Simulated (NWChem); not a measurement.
**H$_{4}$SSi**

SMILES: [SiH3]S
```xyz
6

Si     0.9643     0.3744     0.0000
S     -1.0100    -0.4740     0.0000
H      1.2116     1.2106     1.2123
H      1.8853    -0.7965     0.0000
H      1.2116     1.2106    -1.2123
H     -1.6493     0.7167     0.0000
```
Charge 0, spin multiplicity 1.

All runs are NWChem calculations. The geometry was optimised at PBE0/def2-SVP, a minimum by its harmonic frequencies.

Symmetry labels belong to the abelian group Cs used in the runs, with the axes of the coordinates shown.

The structure started from a generated list of species.

Question: List the lowest 3 singlet excitations that TDA-LDA (SVWN5)/def2-SVPD gives, with oscillator strengths.

Answer: 
```tsv
state	symmetry	energy (eV)	wavelength (nm)	f
1	a"	5.38	230	0.025
2	a"	5.69	218	0.002
3	a"	6.40	194	0.000
```
